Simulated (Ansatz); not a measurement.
AlFH4OSi can be A, `O[SiH2][AlH][F]`, or B, `[F][AlH][O][SiH3]`.

Calculated with Ansatz (gas phase, PBE0-D4/def2-TZVP geometries, no zero-point term in ΔE). CBS: MP2 limit from def2 TZ/QZ plus the TZ coupled-cluster correction, frozen cores. This one scheme is used for every species. Functionals use def2-TZVPP. B3LYP here is the variant with VWN-RPA as its local correlation; programs differ in this. One conformer a species, not always the lowest.

**Question.** Which isomer does CCSD(T)/CBS put lower? Give the gap. (An estimate is asked.)

**Answer.** Computed: B, by 177.0 kJ/mol.

**Question.** Give E(B) − E(A) in kJ/mol with B3LYP-D4, PBE0-D4, B2PLYP, CCSD/def2-TZVPP, ωB97M-V, B3LYP, LDA (SPW92). (Best estimate.)

**Answer.** Computed: B3LYP-D4 -175.7, PBE0-D4 -157.3, B2PLYP -182.4, CCSD/def2-TZVPP -182.2, ωB97M-V -178.9, B3LYP -175.6, LDA (SPW92) -151.4. None reverses the order clearly.

Largest T1 diagnostic: 0.013.

From BLYP to BHLYP (50 % exact exchange), in def2-TZVPP and without D4, E(B) − E(A) moves by −18.2 kJ/mol. At CCSD(T), def2-SVP lies −10.3 kJ/mol from the extrapolated value and def2-TZVPP −2.2 kJ/mol.
